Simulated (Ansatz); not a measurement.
CH4AlFOSi can be A, `[F][Al]1[CH2]O[SiH2]1`, or B, `F[SiH]1O[CH2][AlH]1`.

Isolated molecules relaxed with PBE0-D4/def2-TZVP in Ansatz; ΔE leaves out vibrations. CBS: MP2 limit from def2 TZ/QZ plus the TZ coupled-cluster correction, frozen cores. Functionals use def2-TZVPP. B3LYP here is the variant with VWN-RPA as its local correlation; programs differ in this.

A:

```xyz
9

F    -1.1610   -2.5619    1.2098
Al   -0.4861   -1.1935    0.5859
C    -1.1016    0.2842   -0.5990
O     0.1624    0.9802   -0.5740
Si    1.3939    0.2972    0.3345
H    -1.3576    0.0298   -1.6322
H    -1.8884    0.9419   -0.2165
H     2.5827   -0.0062   -0.5117
H     1.8557    1.2282    1.4031
```

B:

```xyz
9

F    -0.0765    0.8753    2.4312
Si   -0.7380    0.7448    0.9722
O    -0.7140   -0.8248    0.4332
C     0.3155   -1.0767   -0.5604
Al    0.7761    0.8378   -0.9230
H    -2.1472    1.1701    1.1762
H    -0.1317   -1.6404   -1.3853
H     1.0972   -1.7083   -0.1255
H     1.6186    1.6222   -2.0186
```

Question: Which isomer does CCSD(T)/CBS put lower? Give the gap. (An estimate is asked.)

Answer: Ansatz gave: A, by 45.6 kJ/mol.

Question: Give E(B) − E(A) in kJ/mol with PBE-D4, CCSD/def2-TZVPP, PBE0-D4, B3LYP-D4, B3LYP, ωB97M-V, MP2/def2-TZVPP. (Best estimate.)

Answer: Ansatz gave: PBE-D4 48.6, CCSD/def2-TZVPP 45.7, PBE0-D4 46.0, B3LYP-D4 47.1, B3LYP 48.2, ωB97M-V 43.5, MP2/def2-TZVPP 49.1. None reverses the order clearly.

Largest T1 diagnostic: 0.015.

In def2-TZVPP, CCSD(T) changes the Hartree–Fock value by +8.2 kJ/mol (the triples alone add +1.0 kJ/mol) and MP2 by +10.7 kJ/mol.
